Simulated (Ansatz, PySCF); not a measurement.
Breaking a bond: BCl, singlet.

- UHF/cc-pVTZ (PySCF)
- RHF/cc-pVTZ (PySCF)
- UKS-M06-2X = PySCF with unrestricted M06-2X/cc-pVTZ
- RKS-M06-2X = restricted M06-2X/cc-pVTZ in PySCF 2.14.0
- UKS-r2SCAN = unrestricted r2SCAN/cc-pVTZ in PySCF
- RKS-r2SCAN = restricted r2SCAN/cc-pVTZ (PySCF)
- UKS-B3LYP = PySCF with unrestricted B3LYP/cc-pVTZ
- RKS-B3LYP = restricted B3LYP/cc-pVTZ (PySCF 2.14.0)
- UKS-PBE = unrestricted PBE/cc-pVTZ run with Ansatz (a program for electronic structure)
- RKS-PBE = restricted PBE/cc-pVTZ run with Ansatz
- UKS-B3LYP/6-31G* = PySCF with unrestricted B3LYP/6-31G*, spherical d
- RKS-B3LYP/6-31G* = PySCF with restricted B3LYP/6-31G*, spherical d
- UKS-B3LYP/LANL2DZ = unrestricted B3LYP/LANL2DZ, with its core potentials past Ne (PySCF)
- RKS-B3LYP/LANL2DZ = restricted B3LYP/LANL2DZ, with its core potentials past Ne (PySCF)

Scanned distances (Å): 1.38, 1.47, 1.56, 1.60, 1.65, 1.72, 1.79, 1.84, 1.88, 1.99, 2.14, 2.31, 2.61, 2.86, 3.13, 3.45, 3.77, 4.19, 4.60, 5.16, 5.98, 6.89.

Problem. Where does the unrestricted solution first break spin symmetry (<S²> of 0.01 or more)?

Solution. UHF: between 1.38 and 1.47 Å; UKS-M06-2X: between 2.86 and 3.13 Å; UKS-r2SCAN: between 2.86 and 3.13 Å; UKS-B3LYP: between 2.86 and 3.13 Å; UKS-PBE: between 3.13 and 3.45 Å; UKS-B3LYP/6-31G*: between 2.86 and 3.13 Å; UKS-B3LYP/LANL2DZ: between 2.86 and 3.13 Å.

```
R / Å  <S²> UHF  E(RHF) − E(UHF) / kcal/mol  <S²> UKS-M06-2X  E(RKS-M06-2X) − E(UKS-M06-2X) / kcal/mol  <S²> UKS-r2SCAN  E(RKS-r2SCAN) − E(UKS-r2SCAN) / kcal/mol  <S²> UKS-B3LYP  E(RKS-B3LYP) − E(UKS-B3LYP) / kcal/mol  <S²> UKS-PBE  E(RKS-PBE) − E(UKS-PBE) / kcal/mol  <S²> UKS-B3LYP/6-31G*  E(RKS-B3LYP/6-31G*) − E(UKS-B3LYP/6-31G*) / kcal/mol  <S²> UKS-B3LYP/LANL2DZ  E(RKS-B3LYP/LANL2DZ) − E(UKS-B3LYP/LANL2DZ) / kcal/mol
-----  --------  --------------------------  ---------------  ----------------------------------------  ---------------  ----------------------------------------  --------------  --------------------------------------  ------------  ----------------------------------  ---------------------  ----------------------------------------------------  ----------------------  ------------------------------------------------------
1.38       0.00                         0.0             0.00                                       0.0             0.00                                       0.0            0.00                                     0.0          0.00                                 0.0                   0.00                                                   0.0                    0.00                                                     0.0
1.47       0.05                         0.0             0.00                                       0.0             0.00                                       0.0            0.00                                     0.0          0.00                                 0.0                   0.00                                                   0.0                    0.00                                                     0.0
1.56       0.11                         0.2             0.00                                       0.0             0.00                                       0.0            0.00                                     0.0          0.00                                 0.0                   0.00                                                   0.0                    0.00                                                     0.0
1.60       0.13                         0.3             0.00                                       0.0             0.00                                       0.0            0.00                                     0.0          0.00                                 0.0                   0.00                                                   0.0                    0.00                                                     0.0
1.65       0.15                         0.3             0.00                                       0.0             0.00                                       0.0            0.00                                     0.0          0.00                                 0.0                   0.00                                                   0.0                    0.00                                                     0.0
1.72       0.17                         0.5             0.00                                       0.0             0.00                                       0.0            0.00                                     0.0          0.00                                 0.0                   0.00                                                   0.0                    0.00                                                     0.0
1.79       0.18                         0.5             0.00                                       0.0             0.00                                       0.0            0.00                                     0.0          0.00                                 0.0                   0.00                                                   0.0                    0.00                                                     0.0
1.84       0.19                         0.6             0.00                                       0.0             0.00                                       0.0            0.00                                     0.0          0.00                                 0.0                   0.00                                                   0.0                    0.00                                                     0.0
1.88       0.19                         0.6             0.00                                       0.0             0.00                                       0.0            0.00                                     0.0          0.00                                 0.0                   0.00                                                   0.0                    0.00                                                     0.0
1.99       0.18                         0.5             0.00                                       0.0             0.00                                       0.0            0.00                                     0.0          0.00                                 0.0                   0.00                                                   0.0                    0.00                                                     0.0
2.14       0.16                         0.4             0.00                                       0.0             0.00                                       0.0            0.00                                     0.0          0.00                                 0.0                   0.00                                                   0.0                    0.00                                                     0.0
2.31       0.13                         0.3             0.00                                       0.0             0.00                                       0.0            0.00                                     0.0          0.00                                 0.0                   0.00                                                   0.0                    0.00                                                     0.0
2.61       0.07                         0.1             0.00                                       0.0             0.00                                       0.0            0.00                                     0.0          0.00                                 0.0                   0.00                                                   0.0                    0.00                                                     0.0
2.86       0.56                         3.6             0.00                                       0.0             0.00                                       0.0            0.00                                     0.0          0.00                                 0.0                   0.00                                                   0.0                    0.00                                                     0.0
3.13       0.82                        12.1             0.11                                       0.1             0.03                                       0.0            0.12                                     0.2          0.00                                 0.0                   0.12                                                   0.2                    0.13                                                     0.2
3.45       0.94                        23.5             0.41                                       3.3             0.38                                       1.8            0.42                                     3.0          0.13                                 0.2                   0.42                                                   3.1                    0.45                                                     3.2
3.77       0.99                        34.3             0.57                                       7.5             0.55                                       5.0            0.57                                     6.7          0.37                                 1.3                   0.56                                                   6.8                    0.59                                                     7.2
4.19       1.01                        46.2             0.71                                      12.5             0.65                                       8.8            0.67                                    11.0          0.56                                 3.5                   0.65                                                  11.1                    0.69                                                    11.9
4.60       1.02                        55.6             0.80                                      16.5             0.70                                      11.4            0.72                                    14.1          0.64                                 5.4                   0.70                                                  14.2                    0.74                                                    15.2
5.16       1.02                        65.3             0.89                                      21.3             0.74                                      13.7            0.76                                    17.1          0.69                                 7.0                   0.74                                                  17.1                    0.78                                                    18.3
5.98       1.02                        74.9             0.96                                      26.4             0.77                                      15.5            0.80                                    19.7          0.72                                 8.5                   0.77                                                  19.6                    0.81                                                    20.9
6.89       1.02                        81.8             0.99                                      30.2             0.78                                         —            0.81                                    21.5          0.74                                 9.2                   0.79                                                  21.1                    0.83                                                    22.6
```

Dashes: no converged value, or the column stops at the first point that the program doubted or that broke a chosen test of continuity, which isn't proof of a fault.
